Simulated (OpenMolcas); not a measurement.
# Os5+ in a point-charge field

Os5+ among 6 point charges of -1.7 e arranged as an octahedron (Oh), 2.37 Å from the ion.
```
   2.3700    0.0000    0.0000  -1.70
   0.0000    2.3700    0.0000  -1.70
  -2.3700    0.0000    0.0000  -1.70
   0.0000   -2.3700    0.0000  -1.70
   0.0000    0.0000    2.3700  -1.70
   0.0000    0.0000   -2.3700  -1.70
```

```
Program             : OpenMolcas 26.06
Method              : CASSCF
Basis               : ANO-RCC-VDZP [7s6p4d2f1g]
Scalar Hamiltonian  : DKH2, point nucleus
Active space        : 3 electrons in 5 orbitals (5d)
State averaging     : 2S+1 = 4 even, 10 roots; 2S+1 = 2 even, 40 roots
Spin-orbit coupling : RASSI with atomic mean-field integrals over the reference wave functions
```

The lowest spin-free states (labels of O, the rotations of Oh), above the lowest:

| State | Degeneracy | E (cm-1) | Free-ion L (%) |
| --- | --- | --- | --- |
| 4A2 | 1 | 0.0 | F (100) |
| 4T2 | 3 | 3565 | F (100) |
| 4T1 | 3 | 6254 | F (99) |
| 2E | 2 | 16463 | G (79) |
| 2T1 | 3 | 17001 | G (75) |
| 4T1 | 3 | 18003 | P (99) |
| 2A1 | 1 | 18269 | G (100) |
| 2T2 | 3 | 19229 | G (92) |
| 2T1 | 3 | 21910 | H (53) |
| 2T2 | 3 | 21943 | H (79) |
| 2E | 2 | 23613 | H (59) |
| 2T1 | 3 | 24621 | P (51) |
| 2T1 | 3 | 25438 | H (83) |
| 2T2 | 3 | 26691 | D (73) |
| 2E | 2 | 28757 | D (52) |
| 2A2 | 1 | 36247 | F (100) |
| 2T2 | 3 | 36697 | F (98) |
| 2T1 | 3 | 37799 | F (97) |
| 2E | 2 | 56024 | D (100) |
| 2T2 | 3 | 56966 | D (98) |

The lowest levels with spin-orbit coupling:

| E (cm-1) | Degeneracy | Label | 2S+1 | g |
| --- | --- | --- | --- | --- |
| 0.0 | 4 | Γ8 | 4 (85 %) |  |
| 6946 | 4 | Γ8 | 4 |  |
| 8241 | 2 | Γ7 | 4 | 1.06 1.06 1.06 |
| 12806 | 2 | Γ6 | 4 (85 %) | 2.89 2.89 2.89 |
| 12857 | 4 | Γ8 | 4 (87 %) |  |
| 13832 | 2 | Γ7 | 4 (87 %) | 2.96 2.96 2.96 |
| 15947 | 4 | Γ8 | 4 (55 %) |  |
| 16646 | 4 | Γ8 | 4 (56 %) |  |
| 18028 | 2 | Γ6 | 4 (58 %) | 4.40 4.40 4.40 |
| 19058 | 4 | Γ8 | 4 (56 %) |  |
| 20408 | 2 | Γ6 | 4 (63 %) | 2.07 2.07 2.07 |
| 25515 | 4 | Γ8 | 2 (68 %) |  |
| 25985 | 2 | Γ6 | 2 (78 %) | 1.57 1.57 1.57 |
| 27352 | 4 | Γ8 | 2 (62 %) |  |
| 27558 | 2 | Γ7 | 2 (87 %) | 2.68 2.68 2.68 |
| 28130 | 4 | Γ8 | 2 (76 %) |  |
| 28614 | 2 | Γ6 | 2 (69 %) | 3.32 3.32 3.32 |
| 29215 | 2 | Γ7 | 4 (88 %) | 2.58 2.58 2.58 |
| 29321 | 4 | Γ8 | 4 (87 %) |  |
| 33847 | 4 | Γ8 | 2 (60 %) |  |

Powder χT (cm3 K/mol): 0.0965 at 2 K, 0.097 at 10 K, 0.0999 at 50 K, 0.103 at 100 K, 0.111 at 200 K, 0.118 at 300 K. The effective moment at 300 K is 2.828 √(χT) = 0.97 μB.

A least-squares ligand-field fit to the states below 45000 cm-1, each weighted by its degeneracy and with a free common offset, gives 10Dq = 3671 cm-1, B = 898 cm-1 and C = 3723 cm-1 (C/B = 4.15), with an rms deviation of 44 cm-1.

Spin-orbit coupling mixes the spin-free states strongly: the lowest level takes only 37 % from its leading state, 4T2, which lies 3565 cm-1 above the lowest spin-free state. Without dynamic correlation the repulsion within the d shell is too large (B by tens of per cent), so at a given field states of lower spin stand too high. This field is weak: 10Dq is about 3671 cm-1, while octahedral complexes of 5d ions of charge 3 and more, computed by the same method with explicit ligands, had a median near 35000 cm-1. Ground spin and moment need not be those of a real site. This is an electrostatic model: the charges have no orbitals. No measured value stands beside these numbers.

The RASSCF and RASSI steps took 13 s on 1 thread of AMD EPYC 7R13 Processor (Zen 3) (shared host); the integral step is not counted.
